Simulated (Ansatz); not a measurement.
Process, species as SMILES: [GeH3] (GeH3) → [GeH3-] (an electron is taken up)
B3LYP-D3(BJ)/def2-TZVP geometries, fixed; electronic energies without zero-point terms; positive where energy is released.
Largest species:
```
Ge
H 1 1.5431
H 1 1.5431 2 110.72
H 1 1.5431 2 110.72 3 -123.21
```
Charge 0, spin multiplicity 2.

Energies in hartree at r2SCAN with Ansatz (a quantum-chemistry and plane-wave program); the adiabatic electron affinity is their sum with the coefficients shown, times 27.2114 eV a hartree. All functions are spherical. Open shells are unrestricted. No added dispersion term, no relativity.

```tsv
species	coefficient	part	aug-cc-pVDZ	aug-cc-pVTZ	aug-cc-pVQZ
[GeH3] (GeH3)	+1	r2SCAN	-2078.70053	-2078.77462	-2078.77860
[GeH3-]	-1	r2SCAN	-2078.75472	-2078.82837	-2078.83211
```

Question: Predict the adiabatic electron affinity in aug-cc-pV5Z (X = 5): let each r2SCAN step shrink by the ratio of the last two. Compare with the run.

Answer: 
- [GeH3] (GeH3): steps -0.07409 and -0.00398, ratio 0.054, so r2SCAN -2078.77881 (run: -2078.78166).
- [GeH3-]: steps -0.07365 and -0.00374, ratio 0.051, so r2SCAN -2078.83230 (run: -2078.83533).
Predicted 1.456 eV; the run in aug-cc-pV5Z gives 1.460, a miss of -0.005. Keeping the value in aug-cc-pVQZ, 1.456, would miss by -0.004. All sums are of the energies as printed.
